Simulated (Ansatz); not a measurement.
Geometry optimisation, RKS BLYP-D4/def2-SVP (Ansatz 0.2.0).

input.yaml

```yaml
crystal:
  periodic: [false, false, false]
  atoms:
    - { symbol: C, position_ang: [-1.495, 0.0797, -1.1149] }
    - { symbol: Se, position_ang: [-0.4057, -1.4476, -0.971] }
    - { symbol: B, position_ang: [0.2529, -0.8477, 0.8132] }
    - { symbol: Al, position_ang: [2.0297, 0.3696, 0.9378] }
    - { symbol: H, position_ang: [-2.0971, 0.0685, -2.1031] }
    - { symbol: H, position_ang: [-2.2698, 0.1661, -0.2891] }
    - { symbol: H, position_ang: [-0.8976, 1.0481, -1.1097] }
    - { symbol: H, position_ang: [-0.2347, -1.1638, 1.8065] }
    - { symbol: H, position_ang: [2.5011, 0.8577, 2.4065] }
    - { symbol: H, position_ang: [2.6993, 0.8183, -0.3731] }
basis:
  gaussian: { orbitals: def2-SVP }
hamiltonian:
  xc: blyp
  dispersion: d4
relax:
  f_tol: 0.015
  max_steps: 40
```

Command:

```bash
$ ansatz run input.yaml --threads 2 --pin off --max-ram 3072MiB --backend cpu --events-out ev --progress --plain --runs-dir out
```

Where does it end, and by what steps?

The run converged. The force dipped under the threshold on the way, but the program's further checks kept it going. After 31 steps the energy has fallen by 1.578 eV; H8 moved furthest, 1.49 Å.

```json
{"step": "0", "energy less start (eV)": "0.0000", "largest force component (eV/Å)": "2.681", "accepted": "yes"}
{"step": "2", "energy less start (eV)": "-0.4847", "largest force component (eV/Å)": "0.622", "accepted": "yes"}
{"step": "4", "energy less start (eV)": "-0.8751", "largest force component (eV/Å)": "0.712", "accepted": "yes"}
{"step": "6", "energy less start (eV)": "-1.2951", "largest force component (eV/Å)": "0.572", "accepted": "yes"}
{"step": "8", "energy less start (eV)": "-1.4957", "largest force component (eV/Å)": "0.359", "accepted": "yes"}
{"step": "10", "energy less start (eV)": "-1.5473", "largest force component (eV/Å)": "0.198", "accepted": "yes"}
{"step": "12", "energy less start (eV)": "-1.5550", "largest force component (eV/Å)": "0.057", "accepted": "yes"}
{"step": "14", "energy less start (eV)": "-1.5598", "largest force component (eV/Å)": "0.210", "accepted": "yes"}
{"step": "16", "energy less start (eV)": "-1.5651", "largest force component (eV/Å)": "0.035", "accepted": "yes"}
{"step": "18", "energy less start (eV)": "-1.5705", "largest force component (eV/Å)": "0.091", "accepted": "yes"}
{"step": "20", "energy less start (eV)": "-1.5731", "largest force component (eV/Å)": "0.037", "accepted": "yes"}
{"step": "22", "energy less start (eV)": "-1.5752", "largest force component (eV/Å)": "0.063", "accepted": "yes"}
{"step": "24", "energy less start (eV)": "-1.5768", "largest force component (eV/Å)": "0.062", "accepted": "yes"}
{"step": "26", "energy less start (eV)": "-1.5774", "largest force component (eV/Å)": "0.039", "accepted": "yes"}
{"step": "28", "energy less start (eV)": "-1.5779", "largest force component (eV/Å)": "0.027", "accepted": "yes"}
{"step": "30", "energy less start (eV)": "-1.5781", "largest force component (eV/Å)": "0.006", "accepted": "yes"}
{"step": "31", "energy less start (eV)": "-1.5781", "largest force component (eV/Å)": "0.006", "accepted": "yes"}
```

```xyz
10
Properties=species:S:1:pos:R:3
C -1.371 0.301 -1.093
Se -1.167 -1.475 -0.191
B 0.432 -1.269 0.839
Al 1.618 0.478 0.917
H -2.275 0.255 -1.728
H -1.496 1.092 -0.331
H -0.486 0.499 -1.726
H 0.670 -2.298 1.446
H 1.360 1.625 2.009
H 2.798 0.741 -0.138
```

Whether the end is a true minimum wasn't checked by a vibrational analysis.

Run time: 70 s on 2 threads of Intel(R) Xeon(R) Platinum 8259CL CPU @ 2.50GHz (Skylake/Cascade Lake), with other jobs on the host, peak memory 0.17 GiB.
